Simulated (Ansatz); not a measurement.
Geometry optimisation, RKS BHLYP/def2-SVP (Ansatz 0.2.0).

input.yaml

```yaml
crystal:
  periodic: [false, false, false]
  atoms:
    - { symbol: B, position_ang: [-0.2187, 1.6027, -0.0075] }
    - { symbol: O, position_ang: [0.5584, 0.4519, -0.1668] }
    - { symbol: As, position_ang: [-0.4236, -0.8806, 0.6516] }
    - { symbol: O, position_ang: [-1.92749, 0.30475, 0.76133] }
    - { symbol: H, position_ang: [-0.1215, 2.3497, 0.8971] }
    - { symbol: H, position_ang: [-1.0593, 1.939, -0.8529] }
    - { symbol: H, position_ang: [0.08471, -0.48845, 2.03703] }
    - { symbol: H, position_ang: [-1.58464, 1.05911, 1.29605] }
basis:
  gaussian: { orbitals: def2-SVP }
hamiltonian:
  xc: { name: BHLYP }
relax:
  f_tol: 0.015
  max_steps: 40
output:
  orbitals: {}
```

Launched with:

```bash
$ ansatz run input.yaml --threads 2 --pin off --max-ram 3072MiB --backend cpu --events-out ev --progress --plain --runs-dir out
```

Problem. Where does it end, and by what steps?

Solution. The forces met the threshold. The force dipped under the threshold on the way, but the program's further checks kept it going. After 17 steps the energy has fallen by 1.249 eV; H6 moved furthest, 1.39 Å.

```csv
step,energy less start (eV),largest force component (eV/Å),accepted
0,0.0000,2.332,yes
1,-0.4833,1.177,yes
2,-0.7075,0.628,yes
3,-0.8691,0.530,yes
4,-0.9915,1.038,yes
5,-1.1071,0.742,yes
6,-1.1935,0.377,yes
7,-1.2340,0.310,yes
8,-1.2366,0.444,yes
9,-1.2451,0.091,yes
10,-1.2467,0.071,yes
11,-1.2473,0.060,yes
12,-1.2405,0.426,no
13,-1.2484,0.022,yes
14,-1.2491,0.059,yes
15,-1.2492,0.036,yes
16,-1.2494,0.009,yes
17,-1.2494,0.006,yes
```

```xyz
8
Properties=species:S:1:pos:R:3
B -0.149 1.767 -0.277
O -0.048 0.444 -0.435
As -0.490 -0.830 0.778
O -2.034 -0.202 1.351
H -0.547 2.240 0.764
H 0.176 2.479 -1.188
H 0.382 -0.233 1.886
H -1.982 0.673 1.737
```

Whether the end is a true minimum wasn't checked by a vibrational analysis.

Run time: 71 s on 2 threads of Arm Neoverse N1 (shared host), peak memory 0.2 GiB.
